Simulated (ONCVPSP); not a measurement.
arsenic (As): excitation energies, all-electron against ONCV

As, optimised norm-conserving Vanderbilt (ONCV), made with ONCVPSP 4.0.1 (LDA (Perdew-Wang 92), scalar-relativistic). Core [Ne], reference 3s2 3p6 3d10 4s2 4p3. Waves: 3s+4s: rc 1.10 bohr, ncon 4, nbas 7, qcut 14.4 1/bohr, 2 projectors; 3p+4p: rc 0.90 bohr, ncon 4, nbas 8, qcut 17.9 1/bohr, 2 projectors; 3d: rc 0.95 bohr, ncon 5, nbas 10, qcut 19.8 1/bohr, 3 projectors, debl 3.5 Ha. Local part: polynomial inside 0.70 bohr (lpopt 5, dvloc0 2 Ha). Core correction: polynomial model core, fcfact 0.5.

Energies are relative to the spin-unpolarised reference configuration 3s2 3p6 3d10 4s2 4p3; without spin polarisation the order of configurations can differ from experiment.

```csv
valence configuration,charge,ΔE all-electron (eV),error AE − PS (meV)
3s2 3p6 3d10 4s2 4p2,+1,9.320,-0.1
3s2 3p6 3d10 4s2 4p1,+2,27.477,-0.8
3s2 3p6 3d10 4s2 4p0,+3,55.512,-1.9
3s2 3p6 3d10 4s1 4p0,+4,106.624,-6.4
```

Levels in the configuration 3s2 3p6 3d10 4s2 4p0:

```json
{"level": "3s", "all-electron (eV)": "-224.044", "pseudo (eV)": "-224.043"}
{"level": "3p", "all-electron (eV)": "-167.943", "pseudo (eV)": "-167.931"}
{"level": "3d", "all-electron (eV)": "-75.277", "pseudo (eV)": "-75.284"}
{"level": "4s", "all-electron (eV)": "-44.861", "pseudo (eV)": "-44.859"}
```
